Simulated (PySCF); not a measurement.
Compound: propyl acetate, C5H10O2.
Atom-mapped SMILES: `[CH3:1][CH2:2][CH2:3][O:4][C:5]([CH3:6])=[O:7]` (hydrogens: H8, H9, H10 on C1; H11, H12 on C2; H13, H14 on C3; H15, H16, H17 on C6)

Structure used (PBE0-D3(BJ)/def2-SVP), in Å, numbered top down from 1:
```
atom  x, y, z in Å
C1     2.881    0.093   -0.022
C2     1.505    0.628    0.336
C3     0.410   -0.377    0.059
O4    -0.835    0.208    0.422
C5    -1.926   -0.545    0.229
C6    -3.169    0.186    0.647
O7    -1.886   -1.659   -0.221
H8     3.663    0.837    0.183
H9     2.946   -0.170   -1.090
H10    3.125   -0.813    0.556
H11    1.465    0.908    1.401
H12    1.290    1.548   -0.233
H13    0.382   -0.665   -1.005
H14    0.558   -1.308    0.632
H15   -4.046   -0.441    0.454
H16   -3.112    0.437    1.716
H17   -3.251    1.134    0.095
```

Computed with PBE0-D3(BJ)/def2-SVP geometry optimisation, gas phase in PySCF.

Masses are those of the commonest isotopes; rigid-rotor values at the optimised geometry. The values belong to one conformer with, in the numbering `[CH3:1][CH2:2][CH2:3][O:4][C:5]([CH3:6])=[O:7]`, C1–C2–C3–O4 180°, C2–C3–O4–C5 179°, C3–O4–C5–C6 180°.

Task: What are A, B and C (cm⁻¹)?

Result: Ia = 64.48, Ib = 431.66, Ic = 483.52 u·Å²; 505379 MHz·u·Å²/I gives 7838, 1171 and 1045 MHz, that is A = 0.26144, B = 0.03905, C = 0.03486 cm⁻¹.

Task: Classify the top.

Result: A near-prolate asymmetric top: κ = (2 × 1171 − 7838 − 1045)/(7838 − 1045) = -0.96.

Task: Is it planar, by Δ = Ic − Ia − Ib?

Result: Not planar: Δ = Ic − Ia − Ib = -12.62 u·Å². For a rigid frame Δ = −2 Σ m c², so Σ m c² = 6.31 u·Å² lies off the ab plane, practically all of it from hydrogen. The atom farthest from that plane is 0.90 Å away.

Task: List the rotational levels J(Ka,Kc) to J = 2 (cm⁻¹).

Result: Above 0(0,0):
J = 1: 1(0,1) 0.0739, 1(1,1) 0.2963, 1(1,0) 0.3005
J = 2: 2(0,2) 0.2217, 2(1,2) 0.4399, 2(1,1) 0.4525, 2(2,1) 1.1197, 2(2,0) 1.1197
The levels of one J sum to (2J + 1)J(J + 1)(A + B + C)/3.

Task: Predict some low-J microwave lines.

Result: The dipole components are |μa| = 0.93 D, |μb| = 1.77 D, |μc| = 0.01 D. The squared components, which scale the intensities, stand as 0.28 : 1.00 : 0.00 (a : b : c). Some lines, for components of 0.1 D or more:

```
type  branch         J(Ka,Kc)    MHz  lower level (cm⁻¹)
   a       R  2(1,1) ← 1(1,0)   4558               0.300
   a       R  3(1,3) ← 2(1,2)   6459               0.440
   b       Q  3(1,2) ← 3(0,3)   7114               0.443
   a       R  4(1,4) ← 3(1,3)   8609               0.655
   a       R  4(2,3) ← 3(2,2)   8863               1.341
   a       R  4(3,2) ← 3(3,1)   8867               2.464
   b       R  1(1,1) ← 0(0,0)   8883               0.000
   a       R  4(1,3) ← 3(1,2)   9112               0.681
   b       Q  3(2,1) ← 3(1,2)  19822               0.681
   b       Q  3(3,1) ← 3(2,2)  33649               1.341
   b       Q  4(3,2) ← 4(2,3)  33654               1.637
```

PBE0-D3(BJ)/def2-SVP frequencies: not computed here. Zero-point vibration and centrifugal distortion are left out. A rigid rotor knows nothing of internal rotation, which can split or shift real lines.

The run took 92 s wall, 81 s CPU on Intel Xeon at 2.30 GHz, one thread, no GPU (shared host), and the process peaked at 0.59 GiB of memory. That covers the optimisation of the geometry.
